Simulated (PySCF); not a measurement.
## NMR data sheet: N-isopropylacrylamide

```
Formula                 : C6H11NO
SMILES                  : C=CC(=O)NC(C)C
InChI                   : InChI=1S/C6H11NO/c1-4-6(8)7-5(2)3/h4-5H,1H2,2-3H3,(H,7,8)
Degrees of unsaturation : 2
Carbon signals          : 5
Proton signals          : 6
```

Structure with atom numbers: `[CH2:1]=[CH:2][C:3](=[O:4])[NH:5][CH:6]([CH3:7])[CH3:8]` (H(Xn): hydrogen on atom n). Ha(C1) is cis to C3; Hb(C1) is trans to C3.

[PySCF: NMR shieldings at PBE0/pcSseg-1/GIAO; GFN2-xTB structure; rapidly exchanging positions averaged; one conformer; no solvent model; non-relativistic Hamiltonian]

Scale: TMS for ¹H (31.72 ppm) and ¹³C (186.93 ppm); NH3 for ¹⁵N (267.73 ppm); ¹⁷O (336.08 ppm) against H2O (reference shieldings calculated alike).

```tsv
carbon	δC, type	δH (multiplicity)	HMBC from (2–3 bonds)	span of the C tensor (ppm)
C1	137.0, CH2	Ha(C1) 6.90 (m); Hb(C1) 6.01 (m)	H(C2)	250
C2	137.5, CH	5.85 (m)	Ha(C1), Hb(C1)	203
C3	163.8, C	–	Ha(C1), Hb(C1), H(C2), H(C6)	161
C6	41.3, CH	4.74 (m)	H(C7)/H(C8)	45
C7/C8	25.9, CH3	1.14 (d)	H(C6), H(C7)/H(C8)	44
```

Other nuclei:
```json
{"atoms": "H(N5)", "nucleus": "¹H", "environment": "hydrogen on an amide-type nitrogen", "δ (ppm)": "4.28", "σ (ppm)": "27.43"}
{"atoms": "N5", "nucleus": "¹⁵N", "environment": "amide-type nitrogen", "δ (ppm)": "158.1", "σ (ppm)": "109.6"}
{"atoms": "O4", "nucleus": "¹⁷O", "environment": "amide-type carbonyl oxygen", "δ (ppm)": "362.9", "σ (ppm)": "-26.8"}
```

- Carbon types of the structure: 1 × C, 2 × CH, 1 × CH2, 2 × CH3, leaving 1 H on heteroatoms.
- δC 163.8: amide carbonyl carbon; it is a carbonyl in resonance with an O or N lone pair, the region of acids, esters and amides.
- δC 137.5: α carbon of a C=C–C=O unit; an sp2 carbon of a C=C bond.
- δC 137.0: β carbon of a C=C–C=O unit; conjugation with the carbonyl draws π density from the β position.
- δC 25.9: methyl carbon; saturated and bonded to C and H only.
- δH 6.90, 6.01: hydrogen on a β carbon of a C=C–C=O unit; olefinic region.

OH/NH shifts are gas-phase values; hydrogen bonding in solution moves them, usually downfield. Amide-type NH protons are broadened by 14N but still split neighbouring CH signals. Shifts are as computed. Against solution values, carbons near 30 ppm lie about +3 ppm off and those near 130 ppm about +5 ppm (rms about the fit 2.1 ppm; single classes can miss by 10 ppm). Of 1328 compounds with measured shifts, 309 miss one by over three times the rms of a fit or turn the order of signals round; such compounds aren't used in these exercises. Signals without a measured value on file couldn't be tested in this way; 1H shifts scatter by 0.2 ppm about their fit, and single ones miss by 0.5 ppm. Hydrogen bonding in solution shields acid and N–H amide carbonyl oxygens by tens of ppm. Hydrogen bonding in solution deshields acid and N–H amide carbonyl carbons by as much as 10 ppm beyond these values. Unscaled 17O shifts of doubly bonded oxygen tend to come out too high, by tens of ppm or more. Experimental scales use liquid or dissolved standards, which lie at an offset from isolated NH3 (liquid NH3: subtract about 20 ppm) and H2O (liquid H2O: subtract about 36 ppm). Unscaled 15N shifts of sp2 nitrogen often come out too high even then, by a few to some tens of ppm. No couplings were computed; multiplicities are counted from neighbouring protons, with m where these are inequivalent, close in shift, in a saturated or five-membered ring or joined by F or P, and br s for small geminal =CH2 splittings.
